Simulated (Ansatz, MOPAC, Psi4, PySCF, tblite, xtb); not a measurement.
Dimer H4Si2 ··· H2 (SMILES [SiH][SiH3] and [H][H]) at R = 3.36 Å between the centres of mass, closest contact 3.03 Å (a higher rigid-body minimum at GFN2-xTB). Geometry in Å and degrees:

```
Si
H 1 1.4846
H 1 1.4891 2 107.81
H 1 1.4895 2 107.77 3 -116.31
Si 1 2.3971 2 114.30 4 -121.47
H 5 1.5236 1 88.28 2 -179.48
H 2 3.0254 1 81.28 3 -179.22
H 7 0.7438 2 144.18 1 -157.21
```

- GFN2-xTB (tblite)
- SAPT0/jun-cc-pVDZ, frozen core (Psi4)
- PBE/def2-TZVP, counterpoise-corrected (Psi4)
- PBE-D3(BJ)/def2-TZVP, counterpoise-corrected (Psi4)
- wB97X-D/def2-TZVP, counterpoise-corrected (Psi4)
- HF/aug-cc-pVTZ, counterpoise-corrected (Psi4)
- MP2/aug-cc-pVTZ = DF-MP2/aug-cc-pVTZ, frozen core, counterpoise-corrected run with Psi4 1.11
- SCS-MP2/aug-cc-pVTZ = DF-SCS-MP2/aug-cc-pVTZ, frozen core, counterpoise-corrected (Psi4 1.11)
- RHF/aug-cc-pVDZ, counterpoise-corrected (Ansatz, a quantum-chemistry and plane-wave program)
- MP2/aug-cc-pVDZ = MP2 on RHF/aug-cc-pVDZ, frozen core, counterpoise-corrected run with Ansatz
- CCSD/aug-cc-pVDZ = CCSD on RHF/aug-cc-pVDZ, frozen core, counterpoise-corrected run with Ansatz
- CCSD(T)/aug-cc-pVDZ = CCSD(T) on RHF/aug-cc-pVDZ, frozen core, counterpoise-corrected in Ansatz
- PM6, restricted, heats of formation (MOPAC)
- PM3, restricted, heats of formation (MOPAC)
- GFN1-xTB (xtb)
- RKS-B3LYP/6-31G* = restricted B3LYP/6-31G*, spherical d, no counterpoise correction run with PySCF
- RMP2/6-31G* = restricted MP2 (frozen core)/6-31G*, spherical d, no counterpoise correction run with PySCF
- RHF/STO-3G = PySCF with restricted Hartree-Fock/STO-3G, no counterpoise correction
- RKS-M06-2X/6-31G* = restricted M06-2X/6-31G*, spherical d, no counterpoise correction in PySCF

**Question.** What interaction energy does each level give?

**Answer.** 
```
method                E_int / kJ/mol
--------------------  --------------
GFN1-xTB                       -6.57
PM3                            -4.52
GFN2-xTB                       -3.40
PBE-D3(BJ)/def2-TZVP           -2.68
RKS-M06-2X/6-31G*              -2.03
PM6                            -1.69
wB97X-D/def2-TZVP              -1.27
MP2/aug-cc-pVTZ                -0.53
PBE/def2-TZVP                  -0.19
CCSD(T)/aug-cc-pVDZ             0.02
MP2/aug-cc-pVDZ                 0.05
SCS-MP2/aug-cc-pVTZ             0.44
CCSD/aug-cc-pVDZ                0.49
RMP2/6-31G*                     0.92
SAPT0/jun-cc-pVDZ               1.19
RHF/STO-3G                      1.86
RKS-B3LYP/6-31G*                1.98
RHF/aug-cc-pVDZ                 3.96
HF/aug-cc-pVTZ                  4.00
```
